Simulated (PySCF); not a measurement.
**Working out the ionisation energy of Kr**

Kr [Kr] (1S) → Kr⁺ [Ar] 3d10 4s2 4p5 (2P). All numbers are calculated (PySCF 2.14, a scalar-relativistic core potential, in aug-cc-pVDZ-PP with ECP10MDF). Frozen: 3s2 3p6 3d10. Energies in hartree (1 hartree = 27.21139 eV):

```tsv
part	Kr (lower)	Kr⁺ (upper)
UHF	-462.180310	-461.697016
CCSD correlation	-0.136967	-0.111235
(T)	-0.002014	-0.001324
```

**Question.** What does Hartree-Fock give?

**Answer.** (-461.697016) − (-462.180310) = 0.483294 hartree = 13.151 eV.

**Question.** What do CCSD and CCSD(T) give?

**Answer.** The CCSD correlation energies differ by 0.025732 hartree = 0.700 eV and the triples by 0.000690 hartree = 0.019 eV, so CCSD gives 13.851 eV and CCSD(T) 13.870 eV.

Measured between the centres of the two terms (NIST): 14.222 eV, so CCSD(T) (valence) is off by -0.352 eV.

A double-zeta basis recovers only part of the correlation energy.

What remains against the reference includes basis incompleteness, the frozen core and higher excitations.
